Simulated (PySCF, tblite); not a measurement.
Isomers of C7H11 (doublet state), one GFN2-xTB conformer each. Single-point energies are computed at B3LYP/pcH-1 (PySCF, gas phase, no added dispersion term), electronic only. GFN2-xTB treats the open shell by occupation alone, and not every SCF solution was tested for stability.

| SMILES | GFN2-xTB relative energy (kcal/mol) |
| --- | --- |
| C=C=CC[CH]CC | 25.2 |
| CC1=[C]CC[C@@H]1C | 0.0 |
| C[C@@]1(C2CC2)[CH]C1 | 18.9 |
| [CH2][C@H](C)C#CCC | 22.8 |
| C=C=C(C)C[CH]C | 21.7 |
| C1CC([C]2CC2)C1 | 8.9 |
| C=[C]C(C)(C)C=C | 27.2 |

Conformers: `[CH2:1]=[C:2]=[CH:3][CH2:4][CH:5][CH2:6][CH3:7]` (doublet state) with C2–C3–C4–C5 104°, C3–C4–C5–C6 81°, C4–C5–C6–C7 -112°; `[CH3:1][C:2]1=[C:3][CH2:4][CH2:5][C@@H:6]1[CH3:7]` (doublet state) with C2–C3–C4–C5 11°, C3–C4–C5–C6 -17°, C4–C5–C6–C7 139°, C1–C2–C6–C5 171°; `[CH3:1][C@@:2]1([CH:3]2[CH2:4][CH2:5]2)[CH:6][CH2:7]1` (doublet state) with C1–C2–C3–C4 158°; `[CH2:1][C@H:2]([CH3:3])[C:4]#[C:5][CH2:6][CH3:7]` (doublet state) with H–C1–C2–C3 38° and -159°; `[CH2:1]=[C:2]=[C:3]([CH3:4])[CH2:5][CH:6][CH3:7]` (doublet state) with C2–C3–C5–C6 98°, C3–C5–C6–C7 -80°; `[CH2:1]1[CH2:2][CH:3]([C:4]2[CH2:5][CH2:6]2)[CH2:7]1` (doublet state) with C2–C3–C4–C5 -51°, C7–C1–C2–C3 14°, C1–C2–C3–C4 -134°, C3–C4–C5–C6 127°, C2–C3–C7–C1 14°; `[CH2:1]=[C:2][C:3]([CH3:4])([CH3:5])[CH:6]=[CH2:7]` (doublet state) with C1–C2–C3–C4 131°, C2–C3–C6–C7 -103°.

What does B3LYP/pcH-1 give for the same structures?

```json
{"SMILES": "CC1=[C]CC[C@@H]1C", "B3LYP/pcH-1 E (Eh)": "-273.29674", "B3LYP/pcH-1 (kcal/mol)": "0.0", "GFN2-xTB (kcal/mol)": "0.0", "point group": "C1"}
{"SMILES": "C=C=C(C)C[CH]C", "B3LYP/pcH-1 E (Eh)": "-273.28124", "B3LYP/pcH-1 (kcal/mol)": "9.7", "GFN2-xTB (kcal/mol)": "21.7", "point group": "C1"}
{"SMILES": "C=C=CC[CH]CC", "B3LYP/pcH-1 E (Eh)": "-273.27649", "B3LYP/pcH-1 (kcal/mol)": "12.7", "GFN2-xTB (kcal/mol)": "25.2", "point group": "C1"}
{"SMILES": "C=[C]C(C)(C)C=C", "B3LYP/pcH-1 E (Eh)": "-273.27396", "B3LYP/pcH-1 (kcal/mol)": "14.3", "GFN2-xTB (kcal/mol)": "27.2", "point group": "C1"}
{"SMILES": "[CH2][C@H](C)C#CCC", "B3LYP/pcH-1 E (Eh)": "-273.27371", "B3LYP/pcH-1 (kcal/mol)": "14.4", "GFN2-xTB (kcal/mol)": "22.8", "point group": "C1"}
{"SMILES": "C1CC([C]2CC2)C1", "B3LYP/pcH-1 E (Eh)": "-273.26114", "B3LYP/pcH-1 (kcal/mol)": "22.3", "GFN2-xTB (kcal/mol)": "8.9", "point group": "C1"}
{"SMILES": "C[C@@]1(C2CC2)[CH]C1", "B3LYP/pcH-1 E (Eh)": "-273.25587", "B3LYP/pcH-1 (kcal/mol)": "25.6", "GFN2-xTB (kcal/mol)": "18.9", "point group": "C1"}
```

Both levels put the same isomer lowest; measured from each level's own lowest isomer, the values differ by up to 13.4 kcal/mol (C1CC([C]2CC2)C1: 8.9 against 22.3). As drawn, the highest has a three-membered ring and a quaternary carbon, which the lowest lacks. Neighbours under 5.0 kcal/mol apart (C=C=C(C)C[CH]C and C=C=CC[CH]CC; C=C=CC[CH]CC and C=[C]C(C)(C)C=C; C=[C]C(C)(C)C=C and [CH2][C@H](C)C#CCC; C1CC([C]2CC2)C1 and C[C@@]1(C2CC2)[CH]C1) can change places with a better method, another conformer or zero-point energy.

What happens when harmonic zero-point energies from GFN2-xTB frequencies are added?

```tsv
SMILES	ZPE (kcal/mol)	electronic (kcal/mol)	with ZPE (kcal/mol)
CC1=[C]CC[C@@H]1C	98.9	0.0	0.0
C=C=C(C)C[CH]C	94.9	9.7	5.8
C=C=CC[CH]CC	95.5	12.7	9.3
C=[C]C(C)(C)C=C	95.3	14.3	10.7
[CH2][C@H](C)C#CCC	95.6	14.4	11.1
C1CC([C]2CC2)C1	98.7	22.3	22.1
C[C@@]1(C2CC2)[CH]C1	97.4	25.6	24.2
```

The zero-point energies span 4.0 kcal/mol. The order is unchanged.
